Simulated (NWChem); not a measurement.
System: silylphosphine (SiPH$_{5}$); SMILES [SiH3]P

Parts of the log:

```
             Northwest Computational Chemistry Package (NWChem) 7.3.0
             --------------------------------------------------------

                             Geometry "geometry" -> ""
                             -------------------------

 Output coordinates in angstroms (scale by  1.889725989 to convert to a.u.)

  No.       Tag          Charge          X              Y              Z
 ---- ---------------- ---------- -------------- -------------- --------------
    1 Si                  14.0000    -0.00005800     1.07284800    -0.02257000
    2 P                   15.0000     0.00003700    -1.19372600    -0.09963700
    3 H                    1.0000    -1.21786800     1.56032900    -0.73749500
    4 H                    1.0000     1.21341800     1.56065000    -0.74460900
    5 H                    1.0000     0.00392200     1.63062300     1.36456500
    6 H                    1.0000    -1.03862100    -1.32077800     0.87410200
    7 H                    1.0000     1.04466200    -1.32044900     0.86774300

 Effective nuclear repulsion energy (a.u.)      89.8287536465

  pbe96 is a nonlocal functional; adding pw91lda local functional.

                                 NWChem DFT Module
                                 -----------------

 Summary of "ao basis" -> "ao basis" (spherical)
 ------------------------------------------------------------------------------
       Tag                 Description            Shells   Functions and Types
 ---------------- ------------------------------  ------  ---------------------
 Si                         6-311g**                12       26   6s5p1d
 P                          6-311g**                12       26   6s5p1d
 H                          6-311g**                 4        6   3s1p

            General Information
            -------------------
          SCF calculation type: DFT
          Wavefunction type:  closed shell.
          No. of atoms     :     7
          No. of electrons :    34
           Alpha electrons :    17
            Beta electrons :    17
          Charge           :     0
          Spin multiplicity:     1
          Use of symmetry is: off; symmetry adaption is: off
          Maximum number of iterations: 150
          AO basis - number of functions:    82
                     number of shells:    44
          Convergence on energy requested:  1.00D-06
          Convergence on density requested:  1.00D-05
          Convergence on gradient requested:  5.00D-04

              XC Information
              --------------
          PerdewBurkeErnzerhof Exchange Functional  1.000
            Perdew 1991 LDA Correlation Functional  1.000 local
           PerdewBurkeErnz. Correlation Functional  1.000 non-local

             Grid Information
             ----------------
          Grid used for XC integration:  medium
          Radial quadrature: Mura-Knowles
          Angular quadrature: Lebedev.
          Tag              B.-S. Rad. Rad. Pts. Rad. Cut. Ang. Pts.
          ---              ---------- --------- --------- ---------
          Si                  1.10       88          10.0       590
          P                   1.00       88          10.0       590
          H                   0.35       45          11.0       434
          Grid pruning is: on
          Number of quadrature shells:   401
          Spatial weights used:  Erf1

      Superposition of Atomic Density Guess
      -------------------------------------

 Sum of atomic energies:        -631.98464803

      Non-variational initial energy
      ------------------------------

 Total energy =    -632.535708
 1-e energy   =   -1052.837493
 2-e energy   =     330.473031
 HOMO         =      -0.300223
 LUMO         =       0.046842

   convergence    iter        energy       DeltaE   RMS-Dens  Diis-err
 ---------------- ----- ----------------- --------- --------- ---------
 d= 0,ls=0.0,diis     1   -633.5018027274 -7.23D+02  5.58D-03  1.11D+00
 d= 0,ls=0.0,diis     2   -633.5235969802 -2.18D-02  4.78D-03  4.64D-02
 d= 0,ls=0.0,diis     3   -633.5230554521  5.42D-04  2.57D-03  5.48D-02
 d= 0,ls=0.0,diis     4   -633.5324000034 -9.34D-03  4.17D-04  8.70D-04
 d= 0,ls=0.0,diis     5   -633.5325419809 -1.42D-04  8.56D-05  6.42D-05
  Resetting Diis
 d= 0,ls=0.0,diis     6   -633.5325505356 -8.55D-06  1.96D-05  1.73D-06
 d= 0,ls=0.0,diis     7   -633.5325507877 -2.52D-07  1.48D-05  2.88D-07
 d= 0,ls=0.0,diis     8   -633.5325507509  3.68D-08  8.01D-06  5.09D-07

         Total DFT energy =     -633.532550750930
      One electron energy =    -1055.143515477529
           Coulomb energy =      377.433467366111
    Exchange-Corr. energy =      -45.651256285979
 Nuclear repulsion energy =       89.828753646466

 Numeric. integr. density =       34.000003492355

                       DFT Final Molecular Orbital Analysis
                       ------------------------------------

 Vector   15  Occ=2.000000D+00  E=-3.105904D-01
              MO Center= -9.6D-04,  1.0D+00, -3.7D-01, r^2= 3.1D+00
   Bfn.  Coefficient  Atom+Function         Bfn.  Coefficient  Atom+Function
  ----- ------------  ---------------      ----- ------------  ---------------
    16      0.260804  1 Si px                54     -0.229220  3 H  s
    60      0.229252  4 H  s                 55     -0.157232  3 H  s
    61      0.157252  4 H  s                 13      0.147909  1 Si px
    53     -0.136381  3 H  s                 59      0.136399  4 H  s
    42     -0.121705  2 P  px                10     -0.117221  1 Si px

 Vector   16  Occ=2.000000D+00  E=-2.951404D-01
              MO Center= -1.3D-04,  1.7D-01, -7.4D-02, r^2= 3.4D+00
   Bfn.  Coefficient  Atom+Function         Bfn.  Coefficient  Atom+Function
  ----- ------------  ---------------      ----- ------------  ---------------
    43      0.276036  2 P  py                17     -0.232477  1 Si py
    44     -0.189199  2 P  pz                32      0.150932  2 P  s
    54     -0.146100  3 H  s                 60     -0.146068  4 H  s
    18      0.130791  1 Si pz                72     -0.117602  6 H  s
    78     -0.117600  7 H  s                 55     -0.116828  3 H  s

 Vector   17  Occ=2.000000D+00  E=-2.404154D-01
              MO Center= -1.3D-04, -9.8D-01, -1.4D-01, r^2= 2.9D+00
   Bfn.  Coefficient  Atom+Function         Bfn.  Coefficient  Atom+Function
  ----- ------------  ---------------      ----- ------------  ---------------
    32      0.378165  2 P  s                 44     -0.338323  2 P  pz
    43     -0.300004  2 P  py                31      0.231977  2 P  s
    17      0.181531  1 Si py                47     -0.179111  2 P  pz
    46     -0.155323  2 P  py                67      0.155367  5 H  s
    30     -0.140935  2 P  s                 66      0.133162  5 H  s

 Vector   18  Occ=0.000000D+00  E=-2.494548D-02
              MO Center=  3.5D-04,  3.3D-02,  6.5D-02, r^2= 6.7D+00
   Bfn.  Coefficient  Atom+Function         Bfn.  Coefficient  Atom+Function
  ----- ------------  ---------------      ----- ------------  ---------------
     6      0.971732  1 Si s                 20     -0.914889  1 Si py
    46     -0.876224  2 P  py                32     -0.622882  2 P  s
    43     -0.404339  2 P  py                17     -0.322869  1 Si py
     5      0.207346  1 Si s                 67     -0.189670  5 H  s
    47      0.181108  2 P  pz                73     -0.180110  6 H  s

 Vector   19  Occ=0.000000D+00  E=-1.206414D-02
              MO Center=  3.8D-04, -1.7D-01,  6.3D-02, r^2= 6.2D+00
   Bfn.  Coefficient  Atom+Function         Bfn.  Coefficient  Atom+Function
  ----- ------------  ---------------      ----- ------------  ---------------
    32      1.232316  2 P  s                  6      0.982563  1 Si s
    73     -0.808815  6 H  s                 79     -0.806909  7 H  s
    67     -0.735681  5 H  s                 47      0.643829  2 P  pz
    20      0.623714  1 Si py                55     -0.460021  3 H  s
    61     -0.459932  4 H  s                 44      0.287618  2 P  pz

 Vector   20  Occ=0.000000D+00  E=-1.134553D-02
              MO Center=  2.5D-05, -1.1D+00, -9.5D-02, r^2= 3.9D+00
   Bfn.  Coefficient  Atom+Function         Bfn.  Coefficient  Atom+Function
  ----- ------------  ---------------      ----- ------------  ---------------
    45      1.122926  2 P  px                73      0.989367  6 H  s
    79     -0.991004  7 H  s                 42      0.487788  2 P  px
    72      0.234075  6 H  s                 78     -0.234242  7 H  s
    16      0.152625  1 Si px                51      0.133565  2 P  d  1
    61     -0.128025  4 H  s                 55      0.126742  3 H  s

     Multipole analysis of the density
     ---------------------------------

     L   x y z        total         alpha         beta         nuclear
     -   - - -        -----         -----         ----         -------
     0   0 0 0     -0.000000    -17.000000    -17.000000     34.000000

     1   1 0 0      0.000922     -0.004505     -0.004505      0.009932
     1   0 1 0      0.141310      0.803531      0.803531     -1.465753
     1   0 0 1      0.311480      0.331701      0.331701     -0.351922

[...]

                                NWChem TDDFT Module
                                -------------------

            General Information
            -------------------
           No. of orbitals :     164
            Alpha orbitals :      82
             Beta orbitals :      82
        Alpha frozen cores :       0
         Beta frozen cores :       0
     Alpha frozen virtuals :       0
      Beta frozen virtuals :       0
         Spin multiplicity :       1
    Number of AO functions :      82
        Use of symmetry is : off
      Symmetry adaption is : off
         Schwarz screening :  0.10D-07

              XC Information
              --------------
   PerdewBurkeErnzerhof Exchange Functional   1.00
     Perdew 1991 LDA Correlation Functional   1.00 local
    PerdewBurkeErnz. Correlation Functional   1.00 non-local

             TDDFT Information
             -----------------
          Calculation type : Tamm-Dancoff TDDFT
         Wavefunction type : Restricted singlets
          No. of electrons :      34
           Alpha electrons :      17
            Beta electrons :      17
              No. of roots :       6
          Max subspacesize :    5200
            Max iterations :     100
               Target root :       1
           Target symmetry : none
             Energy Cutoff :-0.63D+02
      Symmetry restriction : off
                 Algorithm : Optimal
        Davidson threshold :  0.10D-03

    6 smallest eigenvalue differences (eV)
--------------------------------------------------------
  No. Spin  Occ  Vir  Irrep   E(Occ)    E(Vir)   E(Diff)
--------------------------------------------------------
    1    1    2   18 a       -65.399    -0.025  1778.913
    2    1    2   19 a       -65.399    -0.012  1779.264
    3    1    2   20 a       -65.399    -0.011  1779.283
    4    1    2   21 a       -65.399     0.009  1779.843
    5    1    2   22 a       -65.399     0.015  1780.002
    6    1    2   23 a       -65.399     0.048  1780.901
--------------------------------------------------------

  Entering Davidson iterations
  Restricted singlet excited states

  Iter   NTrls   NConv    DeltaV     DeltaE      Time
  ----  ------  ------  ---------  ---------  ---------
    1      6       0     0.10E+00   0.10+100        3.5
    2     12       5     0.17E-03   0.51E-03        3.5
    3     13       6     0.87E-04   0.31E-08        2.1
  ----  ------  ------  ---------  ---------  ---------
  Convergence criterion met

  Ground state a        -633.532550750930 a.u.

  ----------------------------------------------------------------------------
  Root   1 singlet a             65.377813321 a.u.             1779.0216 eV
  ----------------------------------------------------------------------------
     Transition Moments    X -0.00000   Y  0.00610   Z -0.00120
     Dipole Oscillator Strength                    0.0016845725
     Electric Quadrupole                           0.0002841083
     Magnetic Dipole                               0.0000110732
     Total Oscillator Strength                     0.0019797541

     Occ.    2  a   ---  Virt.   18  a       -0.98677
     Occ.    2  a   ---  Virt.   19  a        0.15746
  ----------------------------------------------------------------------------
  Root   2 singlet a             65.387488016 a.u.             1779.2848 eV
  ----------------------------------------------------------------------------
     Transition Moments    X -0.00110   Y  0.00000   Z  0.00001
     Dipole Oscillator Strength                    0.0000530533
     Electric Quadrupole                           0.0000075354
     Magnetic Dipole                               0.0000122518
     Total Oscillator Strength                     0.0000728405

     Occ.    2  a   ---  Virt.   20  a       -0.99990
  ----------------------------------------------------------------------------
  Root   3 singlet a             65.388659219 a.u.             1779.3167 eV
  ----------------------------------------------------------------------------
     Transition Moments    X  0.00001   Y  0.00042   Z  0.00154
     Dipole Oscillator Strength                    0.0001110603
     Electric Quadrupole                           0.0000163818
     Magnetic Dipole                               0.0000235929
     Total Oscillator Strength                     0.0001510350

     Occ.    2  a   ---  Virt.   18  a        0.15543
     Occ.    2  a   ---  Virt.   19  a        0.98614
  ----------------------------------------------------------------------------
  Root   4 singlet a             65.409395848 a.u.             1779.8810 eV
  ----------------------------------------------------------------------------
     Transition Moments    X  0.00553   Y  0.00000   Z -0.00002
     Dipole Oscillator Strength                    0.0013355683
     Electric Quadrupole                           0.0001904837
     Magnetic Dipole                               0.0003014370
     Total Oscillator Strength                     0.0018274890

     Occ.    2  a   ---  Virt.   21  a        0.99971
  ----------------------------------------------------------------------------
  Root   5 singlet a             65.416110219 a.u.             1780.0637 eV
  ----------------------------------------------------------------------------
     Transition Moments    X  0.00002   Y  0.00042   Z  0.00551
     Dipole Oscillator Strength                    0.0013314227
     Electric Quadrupole                           0.0001891937
     Magnetic Dipole                               0.0002990645
     Total Oscillator Strength                     0.0018196809

     Occ.    2  a   ---  Virt.   22  a        0.99794
  ----------------------------------------------------------------------------
  Root   6 singlet a             65.450474501 a.u.             1780.9988 eV
  ----------------------------------------------------------------------------
     Transition Moments    X -0.00000   Y -0.00415   Z -0.00055
     Dipole Oscillator Strength                    0.0007658221
     Electric Quadrupole                           0.0001366945
     Magnetic Dipole                               0.0000040751
     Total Oscillator Strength                     0.0009065917

     Occ.    2  a   ---  Virt.   23  a       -0.99723

              Target root =      1
          Target symmetry = none
      Ground state energy =   -633.532550750930
        Excitation energy =     65.377813321162
     Excited state energy =   -568.154737429769

  stored tddft:energy   -568.15473742976860
```

Level: PBE/6-311G** (spherical d), restricted-window TDA. Geometry: optimised at PBE0/def2-SVP. The quadrupole and magnetic terms of the printed total strengths depend on the origin.

Task: Which NWChem input produces such a log?

Result: This is not unique; one that fits is the input that was run:
```
start job
memory heap 200 mb stack 900 mb global 1100 mb
geometry units angstroms noautosym nocenter noautoz
  Si    -0.000058     1.072848    -0.022570
  P      0.000037    -1.193726    -0.099637
  H     -1.217868     1.560329    -0.737495
  H      1.213418     1.560650    -0.744609
  H      0.003922     1.630623     1.364565
  H     -1.038621    -1.320778     0.874102
  H      1.044662    -1.320449     0.867743
end
basis spherical
  * library 6-311g**
end
dft
  xc xpbe96 cpbe96
  iterations 150
end
tddft
  cis
  ecut -63.0
  nroots 6
  notriplet
end
task tddft energy
```
